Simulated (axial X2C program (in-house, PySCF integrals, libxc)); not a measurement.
STaS⁺: properties at the nuclei

Computed with an axial X2C code built on PySCF integrals: two-component X2C with atomic mean-field Coulomb and Gaunt terms, Gaussian nuclei, basis S dyall-av3z, Ta dyall-v3z with contracted cores.

S–Ta–S held linear, with bonds 2.178 and 2.178 Å (near the PBE0 minimum at charge 1 of the determinant lowest at the starting distance; the state shown can have its own minimum elsewhere, held linear; other orders of the atoms were not compared).

Determinant lowest in the PBE0 search, Ω = 2 (⟨Sz⟩ = -0.02, ⟨Lz⟩ = 2.02 at PBE0), spin on the atoms S 0.29, Ta -0.61, S 0.29:

```tsv
level	A∥/gI S (MHz)	qzz S (a.u.)	A∥/gI Ta (MHz)	qzz Ta (a.u.)
PBE0	70.3	0.82	1300	-6.85
HF	227	-1.62	1110	-12.91
TPSSh	72.9	0.81	1310	-7.22
```

A∥ (defined per Ω) follows by multiplying with gI = μI/(I μN); qzz is the electric field gradient, eQq0 = 234.96 MHz × Q/barn × qzz. The operators were transformed with the bare-nucleus X2C matrices; with these basis sets, hyperfine constants and field gradients can be off by tens of per cent, and where levels differ in sign neither size nor sign is settled.

(1) With gI(181Ta) = 0.6773, Q(181Ta) = 3.17 barn (g factors from the IAEA table of nuclear moments by Stone; Q from Pyykkö, Mol. Phys. 2018), turn the PBE0 values of the first state into constants in MHz.

The molecule was held linear; bending was not examined, so a bent shape may lie lower.

Each state is one determinant with collinear spin, which with several unpaired electrons need not be a pure state. Unrestricted Hartree–Fock can overshoot spin polarisation at the nuclei. With several open shells hyperfine constants can be off by a factor of several. Open-shell Ω = 0 determinants with evenly filled partner blocks cannot be reached by this program, so the Ω shown need not be the lowest component. States lie within half an eV, so the first need not be the ground state. Further determinants of the search, some of them spin-mixed, are not shown. Where a field gradient or hyperfine factor spreads by more than a factor of two over the levels, a constant derived from it is not to be relied on.

Answers

(1) A∥(181Ta) = 1300 × 0.6773 = 880 MHz; eQq0(181Ta) = 234.96 × (3.17) × (-6.85) = -5100 MHz.
